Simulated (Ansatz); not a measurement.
C$_{2}$H$_{5}$BrOSi, SMILES `O[Si]1(Br)CC1`, relaxed with RKS PBE0-D4/def2-TZVP in Ansatz from a PBE-D4/def2-SVP geometry. The force threshold is 0.005 eV/Å; the program also tests the step.

Total charge 0; spin multiplicity 1.

Start:

```xyz
10

O     0.982   -1.886   -0.245
Si    0.396   -0.492    0.466
Br    0.977   -0.319    2.617
C     0.073    1.050   -0.500
C    -1.207    0.175   -0.127
H     1.951   -1.985   -0.221
H     0.328    1.091   -1.574
H     0.138    2.041   -0.019
H    -1.719   -0.315   -0.975
H    -1.918    0.640    0.577
```

```tsv
step	energy (eV)	largest force (eV/Å)	largest move (Å)
1	-82114.1353	0.881	0.000
2	-82114.1968	0.485	0.040
3	-82114.2115	0.109	0.024
4	-82114.2118	0.100	0.035
5	-82114.2138	0.041	0.021
6	-82114.2140	0.015	0.007
7	-82114.2143	0.025	0.021
8	-82114.2144	0.012	0.018
9	-82114.2145	0.024	0.021
10 (rejected)	-82114.2144	0.047	0.006
11	-82114.2145	0.012	0.003
12	-82114.2145	0.002	0.001
```

End:

```xyz
10

O     0.996   -1.828   -0.265
Si    0.394   -0.480    0.427
Br    0.998   -0.332    2.548
C     0.073    1.050   -0.496
C    -1.200    0.166   -0.126
H     1.922   -2.031   -0.118
H     0.295    1.105   -1.558
H     0.121    2.020   -0.011
H    -1.705   -0.289   -0.973
H    -1.893    0.620    0.574
```

Run time 42 s (4 threads of an Arm Neoverse V2 on a shared host); peak host memory 0.64 GiB.
